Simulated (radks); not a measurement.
Values are calculated unless marked as measured or tabulated.
The thulium ion Tm+, configuration [Xe] 4f13 6s0.5 6p0.5 (fractional occupations, a model configuration). Level of theory: Dirac Kohn-Sham, PBE, spin-unpolarised, spherical densities, finite nucleus; open shells fill j = l - 1/2 first; Fermi nuclear charge, rms radius 5.2256 fm (a radial shooting solver on a logarithmic mesh with Libxc functionals). Some entries of the table are withheld. Estimate them.

| orbital | occ. | eigenvalue (hartree) | <1/r> (bohr^-1) | <r> (bohr) |
|---|---|---|---|---|
| 1s1/2 | 2 | -2175.933 | 79.07 | 0.02001 |
| 2s1/2 | 2 | -367.1304 | 19.05 | 0.08430 |
| 2p1/2 | 2 | (1) | 19.03 | 0.07008 |
| 2p3/2 | 4 | (2) | 16.42 | 0.07746 |
| 3s1/2 | 2 | -82.71087 | 6.979 | 0.2205 |
| 3p1/2 | 2 | -75.15709 | 6.895 | 0.2103 |
| 3p3/2 | 4 | -67.55098 | 6.228 | 0.2241 |
| 3d3/2 | 4 | (3) | 6.114 | 0.1973 |
| 3d5/2 | 6 | (4) | 5.952 | 0.2016 |
| 4s1/2 | 2 | -16.50470 | 2.919 | 0.4978 |
| 4p1/2 | 2 | -13.46537 | 2.810 | 0.5062 |
| 4p3/2 | 4 | -11.74920 | 2.578 | 0.5381 |
| 4d3/2 | 4 | -6.74640 | 2.356 | 0.5652 |
| 4d5/2 | 6 | -6.43425 | 2.299 | 0.5766 |
| 5s1/2 | 2 | -2.22749 | 1.084 | 1.231 |
| 5p1/2 | 2 | -1.40851 | 0.9486 | 1.391 |
| 5p3/2 | 4 | -1.19824 | 0.8663 | 1.504 |
| 4f5/2 | 6 | -0.40421 | 1.706 | 0.7937 |
| 4f7/2 | 7 | -0.36024 | 1.673 | 0.8156 |
| 6s1/2 | 0.5 | -0.35010 | 0.3521 | 3.572 |
| 6p1/2 | 0.5 | (5) | 0.2770 | 4.493 |
| 6p3/2 | 0 | (6) | 0.2602 | 4.773 |

Answer. 
(1) 2p1/2 eigenvalue (hartree): -349.9866
(2) 2p3/2 eigenvalue (hartree): -313.9660
(3) 3d3/2 eigenvalue (hartree): -54.64979
(4) 3d5/2 eigenvalue (hartree): -52.98747
(5) 6p1/2 eigenvalue (hartree): -0.22594
(6) 6p3/2 eigenvalue (hartree): -0.20966
